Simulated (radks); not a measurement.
Cl V, 13 electrons, occupied as [Ne] 3s2 3p1.

All-electron calculation, non-relativistic Kohn-Sham, TPSS, spin-unpolarised, spherical densities, point nucleus; meta-GGA in the generalised Kohn-Sham scheme. Program: a radial shooting solver on a logarithmic mesh with Libxc functionals.

Energy parts (hartree):
part                       energy
total                  -455.38307
kinetic                 454.93090
electron-nucleus      -1053.36565
Hartree                 169.46134
exchange-correlation    -26.40965

Orbitals (lengths in bohr, moments of r in powers of bohr; r(max) is where P^2 peaks; r(90%) holds 90 % of the orbital's charge):
orbital  occ.  eigenvalue (hartree)   r(max)  r(90%)
1s          2             -103.4829  0.05991   0.163
2s          2             -11.63530   0.3621   0.693
2p          6              -9.41844   0.3010   0.671
3s          2              -2.71145    1.207    2.00
3p          1              -2.18628    1.272    2.17

The highest occupied level is 3p at -59.492 eV. Summed over all electrons, <r^2> = 8.332 bohr^2, which gives a Langevin (diamagnetic) susceptibility term of -6.6 x 10^-6 cm^3/mol. For comparison, the ionisation energy in NIST's Atomic Spectra Database is 67.7 eV (semi-empirical). In exact Kohn-Sham theory the highest level is minus the ionisation energy, but local and semilocal functionals leave it too shallow, through self-interaction and a potential that decays too fast; potentials with the right tail come closer. The density falls to 0.001 e/bohr^3 at r = 2.82 bohr.

Beside tabulated values, note that spin-unpolarised runs miss the spin-polarisation part of the exchange energy of open shells.
